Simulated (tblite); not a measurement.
C₄H₉N₃OSi₂.
Cartesian coordinates in Å at the GFN2-xTB level; atoms count from 1:
```xyz
19
C4H9N3OSi2 angstrom
C     -2.7659   -0.5966    1.7344
Si    -1.0552   -1.0602    1.0725
C     -0.4298    0.3898    0.0293
N     -1.1306    1.4906   -0.1508
C     -0.5706    2.4360   -0.9085
N      0.6042    2.3669   -1.4854
N      1.3229    1.2831   -1.3232
C      0.8385    0.3011   -0.5863
O      1.5612   -0.7879   -0.4240
Si     3.0622   -0.9782   -1.1091
H     -3.4621   -0.4036    0.9228
H     -2.7214    0.3023    2.3431
H     -3.1768   -1.3945    2.3453
H     -0.0763   -1.2625    2.1462
H     -1.0969   -2.2309    0.1892
H     -1.1377    3.3432   -1.0628
H      2.9419   -0.9236   -2.5605
H      3.3207   -2.3127   -0.5840
H      3.9619    0.0470   -0.5957
```

Method: GFN2-xTB as coded in tblite; computed harmonic values from a numerical Hessian at the method's own geometry, unscaled. The method is semi-empirical: single wavenumbers can be off by several per cent or more. Modes of hydrogen on silicon can be 10 to 20 % off. One conformer, not necessarily the lowest.

Harmonic wavenumbers (cm⁻¹): 39.4, 64.5, 73.6, 81.6, 104.3, 111.0, 142.7, 165.3, 219.7, 353.8, 382.5, 412.9, 445.9, 513.1, 555.4, 600.5, 608.2, 640.7, 673.4, 698.1, 746.1, 757.0, 761.2, 770.2, 777.5, 780.1, 802.0, 823.8, 844.2, 878.7, 939.9, 1110.0, 1170.3, 1199.7, 1229.9, 1367.9, 1370.7, 1402.8, 1471.2, 1474.0, 1491.3, 1533.3, 2233.2, 2241.2, 2302.6, 2313.9, 2321.5, 3036.7, 3039.1, 3047.6, 3074.4.

A = 1385, B = 755.1, C = 495.8 MHz; mass 171.028 u (most abundant isotopes); point group Cs, symmetry number 1.

**Question.** Zero-point energy?

**Answer.** Half the sum of the wavenumbers: 27099 cm⁻¹ = 324.18 kJ/mol.

**Question.** Entropy at 273.15 K, 1 bar (ideal gas, RRHO, classical rotation)?

**Answer.** Translation 171.16, rotation 127.80, vibration 157.36: S = 456.3 J/(mol K).

**Question.** And Cp and H(273.15 K) − H(0)?

**Answer.** Cp = 183.91 J/(mol K), of which vibrations give 150.66 (their classical limit is 51 R = 424.0); H(273.15 K) − H(0) = 30.84 kJ/mol without the zero-point energy, 21.75 from vibrations.

**Question.** What must be added to the electronic energy to get the Gibbs energy at 273.15 K and 1 bar?

**Answer.** ZPE + [H(273.15 K) − H(0)] − T·S = 324.18 + 30.84 − 124.64 = 230.38 kJ/mol.

**Question.** Blend soft modes into free rotors: weight 1/[1 + (100 cm⁻¹/ν̃)⁴] for the oscillator and the rest for a rotor with moment μB/(μ + B), μ = h/(8π²ν), B = 10⁻⁴⁴ kg m². What vibrational entropy results?

**Answer.** 141.82 J/(mol K) in place of 157.36, which changes −T·S at 273.15 K by +4.24 kJ/mol.

**Question.** How do the functions run with temperature in this model?

**Answer.** 
```csv
T (K),S (J/(mol K)),Cp (J/(mol K)),H − H(0) (kJ/mol),G − H(0) (kJ/mol),ln q(vib)
50,265.3,70.8,2.43,-10.84,0.91
100,323.4,97.5,6.70,-25.65,2.91
298.15,473.0,196.2,35.59,-105.42,10.22
373.15,520.7,229.7,51.60,-142.70,12.79
500,594.5,274.8,83.73,-213.53,16.99
750,718.2,334.0,160.46,-378.15,24.64
1000,819.6,370.3,248.84,-570.76,31.50
```

q(vib) and H(0) count from the zero-point level.

**Question.** Which modes carry the vibrational entropy at 273.15 K?

**Answer.** 39.4 cm⁻¹: 21.40; 64.5 cm⁻¹: 17.33; 73.6 cm⁻¹: 16.24; 81.6 cm⁻¹: 15.40; 104.3 cm⁻¹: 13.40; 111.0 cm⁻¹: 12.89 J/(mol K); the other 45 give 60.69 together.

Hindered rotation and anharmonicity are outside this model. Other conformers, if any are populated, would add a mixing term that is left out.
